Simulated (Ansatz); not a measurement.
System: SbI2, charge 0, multiplicity 2. It need not be the lowest isomer of its formula. 
Structure (B3LYP-D3(BJ)/def2-TZVP (Ansatz, a quantum-chemistry and plane-wave program) minimum search):
```
Sb
I 1 2.7314
I 1 2.7314 2 101.05
```
Charge 0, spin multiplicity 2.

Basis-set convergence of Hartree-Fock and CCSD(T) correlation energies (hartree) with Ansatz. Cores are frozen in the correlated levels unless marked. Open shells are spin-unrestricted. Spin-orbit coupling is left out. The frozen core is the preceding noble-gas configuration, with the filled d and f shells of earlier blocks. In def2 rows, elements after Kr have scalar-relativistic effective core potentials.

| basis | functions | E(HF) | E(corr, CCSD(T)) |
|---|---|---|---|
| def2-SVPD | 102 | -832.64765 | -0.31679 |
| def2-TZVPPD | 174 | ? | ? |

Some entries are withheld; supply them.


- def2-TZVPPD, E(HF): -832.67430
- def2-TZVPPD, E(corr, CCSD(T)): -0.42163
